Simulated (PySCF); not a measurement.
Electron correlation in V (vanadium, neutral)

[Ar] 3d5, high-spin 6S determinant (an excited configuration). Computed with PySCF 2.14 in def2-QZVPPD, with no relativity, point nucleus. Frozen: [Ar]; 5 electrons correlated.

| level | correlation energy (mhartree) |
| --- | --- |
| CCSD | -103.86 |
| (T) | -5.92 |
| CCSD(T) | -109.78 |

Diagnostics: T1 = 0.034, D1 = 0.0483, largest double amplitude 0.035.

Is a single reference adequate?

Largely. T1 is above 0.03 while the doubles stay small, so the singles mainly relax the orbitals.
